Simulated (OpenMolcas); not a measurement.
## Ba: input and output

Input:

```
&GATEWAY
Coord
1

Ba 0.0 0.0 0.0
Basis=ANO-R3
Group=XYZ
NoMove
AngMom=0.0 0.0 0.0
AMFI
&SEWARD
&RASSCF
FileOrb=start.orb
Symmetry=1
Spin=3
nActEl=2 0 0
Inactive=15 12
Ras2=1 3
CIRoot=3 3 1
SDav=3
CIMx=300
Iter=120 100
PrWF=0.3
OrbListing=Nothing
MaxOrb=0
Atom
>>> COPY $Project.JobIph JOBPRE
&RASSCF
FileOrb=start.orb
Symmetry=1
Spin=1
nActEl=2 0 0
Inactive=15 12
Ras2=2 6
CIRoot=2 2 1
SDav=24
CIMx=300
Iter=120 100
PrWF=0.3
OrbListing=Nothing
MaxOrb=0
Atom
>>> COPY $Project.JobIph JOB001
&RASSCF
FileOrb=start.orb
Symmetry=1
Spin=3
nActEl=2 0 0
Inactive=15 12
Ras2=2 6
CIRoot=15 15 1
SDav=16
CIMx=300
Iter=120 100
PrWF=0.3
OrbListing=Nothing
MaxOrb=0
Atom
CIOnly
>>> COPY $Project.JobIph JOB002
&RASSCF
FileOrb=start.orb
Symmetry=2
Spin=1
nActEl=2 0 0
Inactive=15 12
Ras2=2 6
CIRoot=3 3 1
SDav=12
CIMx=300
Iter=120 100
PrWF=0.3
OrbListing=Nothing
MaxOrb=0
Atom
>>> COPY $Project.JobIph JOB003
&RASSCF
FileOrb=start.orb
Symmetry=2
Spin=3
nActEl=2 0 0
Inactive=15 12
Ras2=2 6
CIRoot=12 12 1
SDav=12
CIMx=300
Iter=120 100
PrWF=0.3
OrbListing=Nothing
MaxOrb=0
Atom
CIOnly
>>> COPY $Project.JobIph JOB004
&RASSI
NrOfJobIphs=4 2 1 3 3
1 2
1
1 2 3
1 2 3
IphNames
JOB001
JOB002
JOB003
JOB004
EJob
SpinOrbit
DIPRint=1.0
SOCoupling=1000.0
Subsets=2
MEES
Property=10
'ANGMOM' 1 'ANGMOM' 2 'ANGMOM' 3 'MLTPL  1' 1 'MLTPL  1' 2 'MLTPL  1' 3
'AMFI' 1 'AMFI' 2 'AMFI' 3 'MLTPL  2' 6
SOProperty=3
'ANGMOM' 1 'ANGMOM' 2 'ANGMOM' 3
```

Launched by
```bash
OMP_NUM_THREADS=1 MOLCAS_MEM=2252 MOLCAS_PROJECT=a pymolcas a.inp > a.log  # once for each step of the input, in one work folder
```

A driver script runs the steps one by one and writes start.orb anew before each from the orbitals found so far, so a CI-only block uses the converged orbitals of the first block.

Output, cut to the results:

```
--- SEWARD ---
Basis set label: BA.ANO-R...9S7P4D3F2G1H.

      Electronic valence basis set:
      ------------------
      Associated Effective Charge  56.000000 au
      Associated Actual Charge     56.000000 au
      Nuclear Model: Finite nucleus - Gaussian distribution
        Gaussian exponent, Xi/bohr**(-2):  1.75650E+08

      Shell  nPrim  nBasis  Cartesian Spherical Contaminant
         s      24       9        X
         p      18       7        X
         d      12       4                 X
         f       6       3                 X
         g       4       2                 X
         h       2       1                 X
                  Relativistic X2C integrals
                  Atomic mean-field integrals
--- RASSCF ---
Wave function specifications:
      -----------------------------

      Number of closed shell electrons          54
      Number of electrons in active shells       2
      Max number of holes in RAS1 space          0
      Max nr of electrons in RAS3 space          0
      Number of inactive orbitals               27
      Number of active orbitals                  8
      Number of secondary orbitals              65
      Spin quantum number                      0.0
      State symmetry                             1
Orbital specifications:
      -----------------------

      Symmetry species                           1   2
                                                ag  au
      Frozen orbitals                            0   0
      Inactive orbitals                         15  12
      Active orbitals                            2   6
      RAS1 orbitals                              0   0
      RAS2 orbitals                              2   6
      RAS3 orbitals                              0   0
      Secondary orbitals                        30  35
      Deleted orbitals                           0   0
      Number of basis functions                 47  53
      Number of CSFs                            24
      Number of root(s) required                 2
      Iter CI   SX   CI       RASSCF       Energy    max ROT     max BLB   max BLB  Level Ln srch  Step   QN
          iter iter root      energy       change     param      element    value   shift minimum  type update
 Nr of preliminary CI iterations:   1
      Total energies have been shifted. Add                -8000.00 au
        1   1    9    0  -131.62378202    0.00E+00  -1.41E-02   15  18 1  7.17E-03*  0.00   0.00    SX    NO
        2   1   10    0  -131.62384837   -6.64E-05* -6.56E-03   15  18 1  1.76E-03*  0.00   0.00    SX    NO
        3   1    9    0  -131.62385077   -2.40E-06*  2.99E-03   15  18 1  2.40E-04*  0.00   0.00    SX    NO
        4   1    9    0  -131.62385092   -1.54E-07* -1.40E-03   15  18 1  8.89E-05   0.00   0.00    SX    NO
        5   1    6    0  -131.62385094   -1.32E-08*  1.00E-03    9  20 2  1.36E-05   0.00   1.28    QN   YES
        6   1    6    0  -131.62385094   -1.93E-09   1.59E-04    9  20 2 -4.02E-06   0.00   0.98    QN   YES
      Convergence after  6 iterations
        7   1    6    0  -131.62385094   -1.09E-10   1.59E-04   15  18 1 -2.11E-06   0.00   0.98    QN   YES
      Natural orbitals and occupation numbers for root  1
      sym 1:   1.861227   0.000487
      sym 2:   0.046056   0.046056   0.046056   0.000039   0.000039   0.000039
      Natural orbitals and occupation numbers for root  2
      sym 1:   1.117886   0.854920
      sym 2:   0.009064   0.009064   0.009064   0.000000   0.000000   0.000000
::    RASSCF root number  1 Total energy:  -8131.68384922
::    RASSCF root number  2 Total energy:  -8131.56385266
--- RASSCF ---
Wave function specifications:
      -----------------------------

      Number of closed shell electrons          54
      Number of electrons in active shells       2
      Max number of holes in RAS1 space          0
      Max nr of electrons in RAS3 space          0
      Number of inactive orbitals               27
      Number of active orbitals                  8
      Number of secondary orbitals              65
      Spin quantum number                      1.0
      State symmetry                             1
Orbital specifications:
      -----------------------

      Symmetry species                           1   2
                                                ag  au
      Frozen orbitals                            0   0
      Inactive orbitals                         15  12
      Active orbitals                            2   6
...
--- RASSI ---
SPIN-FREE ENERGIES:
  (Shifted by EMIN (a.u.) =      -8131.6838492202)

 SF State       Relative EMIN(au)   Rel lowest level(eV)    D:o, cm**(-1)      L_eff

     1             0.0000000000        0.0000000000              0.0000         0.0
     7             0.0818468347        2.2271658321          17963.3039         1.0
     8             0.0818468347        2.2271658321          17963.3039         1.0
     9             0.0818468347        2.2271658321          17963.3039         1.0
     3             0.1138278137        3.0974126048          24982.3175         0.0
     2             0.1199965608        3.2652727639          26336.2009         0.0
     6             0.1571066778        4.2750904908          34480.9302         1.0
     5             0.1571066778        4.2750904908          34480.9302         1.0
     4             0.1571066778        4.2750904908          34480.9302         1.0
     Dipole printing threshold changed to   1.00000000E+00

++ Dipole transition strengths (spin-free states):
   -----------------------------------------------
     for osc. strength at least  1.00000000E+00

      From   To        Osc. strength     Einstein coefficients Ax, Ay, Az (sec-1)    Total A (sec-1)
     -----------------------------------------------------------------------------------------------
         1    6       1.01104090E+00  6.78262993E+08  1.10368193E+08  1.31740646E+07  8.01805250E+08
         1    5       1.01104090E+00  1.10427351E+08  6.90915955E+08  4.61943849E+05  8.01805250E+08
         1    4       1.01104090E+00  1.31149062E+07  5.21102324E+05  7.88169242E+08  8.01805250E+08
     -----------------------------------------------------------------------------------------------
--
Eigenvalues of complex Hamiltonian:
   -----------------------------------
  (Shifted by EMIN (a.u.) =      -8131.6838492202)

 SO State       Relative EMIN(au)   Rel lowest level(eV)    D:o, cm**(-1)     J-value

...
```

The J values that RASSI prints are effective ones from its own formula and need not be integers or half-integers; the table below assigns J from the states.

Levels above the lowest, from the spin-orbit matrix, grouped by J:

```json
{"Configuration": "6s2", "Term": "1S", "J": "0", "E (cm-1)": "0.0", "Measured (cm-1)": "0.0", "g": "", "Term weight %": "100"}
{"Configuration": "6s 6p", "Term": "3P*", "J": "0", "E (cm-1)": "16819", "Measured (cm-1)": "12266", "g": "", "Term weight %": "100"}
{"Configuration": "6s 6p", "Term": "3P*", "J": "1", "E (cm-1)": "17355", "Measured (cm-1)": "12637", "g": "1.500", "Term weight %": "100"}
{"Configuration": "6s 6p", "Term": "3P*", "J": "2", "E (cm-1)": "18535", "Measured (cm-1)": "13515", "g": "1.501", "Term weight %": "100"}
```

Against the 3 measured excited levels shown (NIST Handbook of Basic Atomic Spectroscopic Data) the mean absolute deviation is 4800 cm-1; the largest miss in energy is 6s 6p 3P* 2: computed 18535, measured 13515 cm-1 (+37.1 %).

Terms from blocks run as CI alone lack orbitals of their own. The run also gave levels led by 6s 7s, which use shells meant for correlation; these and all levels above them are left out. The ANO-R sets hold no well-fitted valence p shell for this element, so s → p excitations can come out far too high. Computed and measured levels are paired by configuration, term and J; levels that our copy of the source lacks, or whose pairing is in doubt (as where it misses far off the trend of its configuration), stay unpaired and out of the deviations. Only configurations of the active space appear. The first state left out of the spin-orbit step lies near 43000 cm-1 above the lowest spin-free state of the reference (among the parities and spins computed), and the list stops at four fifths of that energy or lower.

The RASSCF and RASSI steps took 21 s on 1 thread of Arm Neoverse V2, with other jobs on the host; the integral step is not counted.

The term weight is that of the spin-free term in the level, not the purity of its configuration. * marks odd parity.
